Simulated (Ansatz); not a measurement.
Start from `CC(C)[NH][Zr]([Cl])([Cl])[NH]C(C)C` and change one element to get `CC(C)[NH][Ti]([Cl])([Cl])[NH]C(C)C`.

Ansatz, PBE0-D4/def2-TZVP geometries, multiplicity 1. Each molecule was computed in one conformer, which needn't be the lowest.

Elements past krypton have def2 core potentials. Scalar relativity is left out up to krypton.

```csv
property,`CC(C)[NH][Zr]([Cl])([Cl])[NH]C(C)C`
HOMO–LUMO gap (ωB97M-V/def2-TZVPP) / eV,10.08
HOMO–LUMO gap (PBE/def2-TZVPP) / eV,3.68
HOMO energy (PBE0/def2-TZVPP) / eV,-7.08
size of the dipole moment (B3LYP/def2-TZVPP) / D,4.03
HOMO–LUMO gap (PBE0/def2-TZVPP) / eV,5.81
HOMO energy (ωB97M-V/def2-TZVPP) / eV,-9.35
```

(1) Give the same properties after the change, and the shifts. (An estimate is asked.)

Answers

(1) Ansatz gave: 
```json
{"property": "HOMO–LUMO gap (ωB97M-V/def2-TZVPP) / eV", "`CC(C)[NH][Ti]([Cl])([Cl])[NH]C(C)C`": "9.59", "shift": "-0.49"}
{"property": "HOMO–LUMO gap (PBE/def2-TZVPP) / eV", "`CC(C)[NH][Ti]([Cl])([Cl])[NH]C(C)C`": "2.93", "shift": "-0.75"}
{"property": "HOMO energy (PBE0/def2-TZVPP) / eV", "`CC(C)[NH][Ti]([Cl])([Cl])[NH]C(C)C`": "-7.25", "shift": "-0.17"}
{"property": "size of the dipole moment (B3LYP/def2-TZVPP) / D", "`CC(C)[NH][Ti]([Cl])([Cl])[NH]C(C)C`": "4.42", "shift": "0.39"}
{"property": "HOMO–LUMO gap (PBE0/def2-TZVPP) / eV", "`CC(C)[NH][Ti]([Cl])([Cl])[NH]C(C)C`": "5.19", "shift": "-0.62"}
{"property": "HOMO energy (ωB97M-V/def2-TZVPP) / eV", "`CC(C)[NH][Ti]([Cl])([Cl])[NH]C(C)C`": "-9.51", "shift": "-0.16"}
```

With PBE0 the HOMO falls by 0.17 eV and the LUMO falls by 0.80 eV, so the gap narrows by about 0.63 eV. PBE moves the HOMO by -0.15 eV and ωB97M-V by -0.16 eV. Dipoles are sizes alone; their direction can turn.

B3LYP here is the variant with VWN-RPA as its local correlation; programs differ in this.
